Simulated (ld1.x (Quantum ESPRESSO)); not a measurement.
**Pseudopotential generation for praseodymium (Pr): PAW, PBEsol, fully relativistic.**

| Property | Result |
| --- | --- |
| Element | praseodymium (Pr) |
| Generator | ld1.x (Quantum ESPRESSO) 7.5 |
| Type | PAW |
| Functional | PBEsol |
| Relativity | fully relativistic |
| Frozen core | [Kr] 4d10 |
| Valence charge | 13 |
| Reference configuration | 4f3 5s2 5p6 5d0 6s2 6p0 |
| Partial waves | 5s (bound): rcut 2.40, rcutus 2.90 bohr; 6s (bound): rcut 2.40, rcutus 2.90 bohr; 5p (bound): rcut 2.35, rcutus 2.80 bohr; 6p (bound, empty): rcut 2.35, rcutus 2.80 bohr; 5d (bound, empty): rcut 4.00, rcutus 4.50 bohr; 5d channel at 0.25 Ry: rcut 4.00, rcutus 4.50 bohr; 4f (bound): rcut 1.40, rcutus 1.55 bohr; 4f channel at 3.15 Ry: rcut 1.40, rcutus 1.55 bohr |
| Local potential | all-electron potential smoothed inside 4.00 bohr (lloc = -1) |
| Core correction | Bessel-smoothed model core inside 1.40 bohr |
| Augmentation charge | PSQ, radius 1.45 bohr |

Open shells are filled in proportion to 2j + 1 (rel_dist='average').

Question: Is a potential produced?

Answer: No. ld1.x (Quantum ESPRESSO) 7.5 stopped with "find_q: too many iterations": no Bessel wave vectors were found for the pseudised augmentation function at its matching radius.
